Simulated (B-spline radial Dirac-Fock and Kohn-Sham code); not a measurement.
Z = 81 (thallium), transition energy 100 keV. Level of theory: a Dirac-Hartree-Slater potential of the neutral atom with a Latter tail (no hole, which puts coefficients of high multipoles low close above an edge), finite nucleus with surface currents; a radial finite-basis atomic code. Subshells that would emit electrons below 1 keV are left out.

Problem. A pure transition shows α(K) = 0.580, L1/L2 = 0.0328 and L1/L3 = 0.0467. What is its multipolarity?
A. E1
B. M2
C. E4
D. M4
E. E2
F. M3
G. E3
H. M1

Solution. G. For comparison, α(K), L1/L2, L1/L3 are E1 0.342, 2.49, 2.46; E2 0.559, 0.0500, 0.0621; E4 0.555, 0.0350, 0.0530; M1 7.11, 9.50, 111; M2 46.7, 8.50, 4.10; M3 100, 6.42, 0.695; M4 138, 5.06, 0.282.

Values without a named source are computed, but for edge energies of neutral atoms, which are taken from tables.
